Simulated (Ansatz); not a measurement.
C2HO, SMILES `C#C[O+]` (excited singlet) (charge 1, multiplicity 1). This singlet is an excited state, 1.10 eV above the relaxed triplet at the level B3LYP/cc-pVTZ // B3LYP-D3(BJ)/def2-TZVP (Ansatz, a quantum-chemistry and plane-wave program).

Method: PBE/cc-pVTZ // B3LYP-D3(BJ)/def2-TZVP run with Ansatz.

Ansatz 0.2 input:
```yaml
crystal:
  periodic: [false, false, false]
  atoms:
    - { symbol: C, position_ang: [-0.748172, -0.287004, 0.253592] }
    - { symbol: C, position_ang: [0.586452, 0.041354, 0.045016] }
    - { symbol: O, position_ang: [1.709751, 0.150779, 0.091078] }
    - { symbol: H, position_ang: [-1.54803, 0.094871, -0.389686] }
basis:
  gaussian: { orbitals: cc-pVTZ }
hamiltonian:
  xc: pbe
total_charge: 1
```

Output:

```
Functional definition: PBE
555 factors; their error is unknown
mean field evaluation 1: about -4109.5783 eV, gradient 7.8e1 eV
mean field evaluation 2: about -3952.4048 eV, gradient 2.2e2 eV
mean field evaluation 4: about -4119.4564 eV, gradient 1.4e1 eV
mean field evaluation 8: about -4119.9304 eV, gradient 1.6e0 eV
mean field evaluation 16: about -4119.9309 eV, gradient 4.1e-3 eV
mean field -4119.93087974 eV, -151.4046672412 hartree, gradient 5.3e-5 eV, S^2 0.000000; 1 other end points of the search recorded, 0 dependent functions left out
reference -4119.93090191 eV, -151.4046680557 hartree; 10, 10 occupied and 94, 94 virtual orbitals, 555 factors
Total energy: -4119.93090191 eV, -151.4046680557 hartree
```
